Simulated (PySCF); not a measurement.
**Dipole response of In²⁺ (indium, charge +2)**

[Kr] 4d9 5s1 5p1, one real determinant (an excited configuration). All numbers are calculated (PySCF 2.14, a scalar-relativistic core potential, in aug-cc-pVQZ-PP with one added diffuse shell each of s, p, d, f, g type with ECP28MDF (8s8p6d4f3g, 117 functions)). Coupled (time-dependent) response in atomic units; α is the mean over directions.

```tsv
method	mean α (bohr³)	α xx, yy, zz	C₆ (like pair)	S(−4)
r2SCAN0	15.40	15.93, 15.93, 14.34	85.31	91.80
```

S(−4) is the Cauchy moment in α(ω) = α(0) + S(−4) ω² + …

Spin-orbit coupling is absent.

α(iu) at r2SCAN0:

```tsv
u (hartree)	α(iu) (bohr³)
0	15.40
0.0500	15.18
0.100	14.55
0.200	12.54
0.300	10.34
0.500	6.991
0.750	4.682
1.00	3.438
1.50	2.173
2.00	1.531
3.00	0.8800
5.00	0.3900
```

A single London oscillator, α(iu) = α/(1 + u²/ω²), gives C₆ = (3/4) ω α². Matching the computed C₆ needs ω = 4 × 85.31 / (3 × 15.40²) = 0.480 hartree.

For an ion, C₆ is the dispersion term alone; charge-induced terms of lower order in 1/R come first.

The components differ because the open shell of this determinant is not spherical; for a pure term their mean is the scalar polarisability.

⟨L²⟩ = 8.02 against 12 for a pure F term, so this real determinant mixes terms. Energies and moments cover only the electrons outside the core potential.
